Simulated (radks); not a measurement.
The cobalt ion Co+, 26 electrons, occupied as [Ar] 3d7.5 4s0.5 (fractional occupations, a model configuration).

Method: non-relativistic Kohn-Sham, LDA (Slater exchange, Perdew-Wang correlation), spin-unpolarised, spherical densities, point nucleus; computed with a radial shooting solver on a logarithmic mesh with Libxc functionals.

Energy parts (Ry):
| part | energy |
|---|---|
| total | -2759.62836 |
| kinetic | 2756.42588 |
| electron-nucleus | -6570.21432 |
| Hartree | 1166.95786 |
| exchange-correlation | -112.79778 |

Orbitals (lengths in bohr, moments of r in powers of bohr; <r^-3> diverges for s and p1/2; r(max) is where P^2 peaks):
\begin{tabular}{lrrrrr}
orbital & occ. & eigenvalue (Ry) & r(max) & <r> & <r^-3> \\ \hline
1s & 2 & -551.6614 & 0.03756 & 0.05700 & - \\
2s & 2 & -65.14804 & 0.2165 & 0.2593 & - \\
2p & 6 & -56.69662 & 0.1732 & 0.2265 & 527.1 \\
3s & 2 & -7.73122 & 0.6777 & 0.7872 & - \\
3p & 6 & -5.21003 & 0.6824 & 0.8253 & 65.84 \\
3d & 7.5 & -1.09861 & 0.6681 & 1.084 & 5.752 \\
4s & 0.5 & -0.88309 & 2.261 & 2.695 & - \\
4p & 0 & -0.51794 & 2.828 & 3.427 & 3.178 \\
5s & 0 & -0.23197 & 6.385 & 7.063 & - \\
\end{tabular}

The highest occupied level is 4s at -12.015 eV. Virial ratio -V/T = 2.00116.
